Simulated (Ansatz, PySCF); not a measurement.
Gas-phase reaction (SMILES): [Cl][Ga]([Cl])[Cl] + [H][H] (H2) → [Cl][GaH][Cl] + Cl (HCl); hydrogen cleaves one Ga-Cl bond, a model of a ligand-exchange step.

Geometries: B3LYP-D3(BJ)/def2-TZVP minima from Ansatz (an electronic-structure program). Correlated levels leave the core frozen unless marked. Spin-orbit coupling is left out. Frozen are the shells of the preceding noble gas and the d and f shells that filled before the atom's block. No relativistic terms. Basis-set limits of correlation are two-point, X^-3; Hartree-Fock from the larger set. Thermal terms are rigid-rotor harmonic-oscillator values from B3LYP-D3(BJ) frequencies (Ansatz or PySCF) at 298.15 K and 1 atm. 1 Eh = 627.5095 kcal/mol.

| species | E, CCSD(T)/CBS(def2-TZVPPD,def2-QZVPPD) (Ansatz) (Eh) | E, wB97M-V/def2-TZVPD (Ansatz) (Eh) | H - E (Eh) |
|---|---|---|---|
| [Cl][Ga]([Cl])[Cl] | -3302.86455 | -3305.50130 | 0.01048 |
| [H][H] (H2) | -1.17452 | -1.16077 | 0.01336 |
| [Cl][GaH][Cl] | -2843.62505 | -2845.84096 | 0.01470 |
| Cl (HCl) | -460.37886 | -460.79070 | 0.01000 |

**Question.** Work out ΔE and ΔH at 298.15 K at the first level, then ΔH at the second.

**Answer.** 
1. ΔE = [(-2843.62505) + (-460.37886)] - [(-3302.86455) + (-1.17452)] = 0.03516 Eh = 22.1 kcal/mol at CCSD(T)/CBS(def2-TZVPPD,def2-QZVPPD).
2. The terms H - E add up to 0.00086 Eh, so ΔH = (0.03516 + (0.00086))×627.5095 = 22.6 kcal/mol.
3. At wB97M-V/def2-TZVPD the same steps give ΔE = 19.1 and ΔH = 19.6 kcal/mol, a shift of -3.0 from the first level.
4. These values are not checked against measurement here, since the tables used lack a sound gas-phase enthalpy of formation for at least one species.
